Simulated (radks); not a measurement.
Q: Isoelectronic series with 3 electrons, all held in the configuration [He] 2s1, which need not be the ground one along the series. Method: Dirac Kohn-Sham, BLYP, spin-unpolarised, spherical densities, point nucleus; computed with a radial shooting solver on a logarithmic mesh with Libxc functionals. Total energies (hartree) and orbital eigenvalues (hartree):

ion    E (hartree)      2s1/2      1s1/2
Li        -7.47581   -0.10121   -1.91337
C3+      -34.76160   -2.06259  -12.22006
F6+      -82.35125   -6.28835  -31.55989
Mg9+    -150.31732  -12.77856  -59.95016
Ar15+   -347.82602  -32.60532  -144.0635
Sc18+   -477.67117  -45.97988  -199.9128
Cr21+   -628.50070  -61.69480  -265.0651
Co24+   -800.55142  -79.78070  -339.6206
Zn27+   -994.09756  -100.2732  -423.6952
As30+  -1209.45298  -123.2134  -517.4221

Estimate the row of P12+.

A: E (hartree) -238.76389; 2s1/2 -21.54529; 1s1/2 -97.43271.
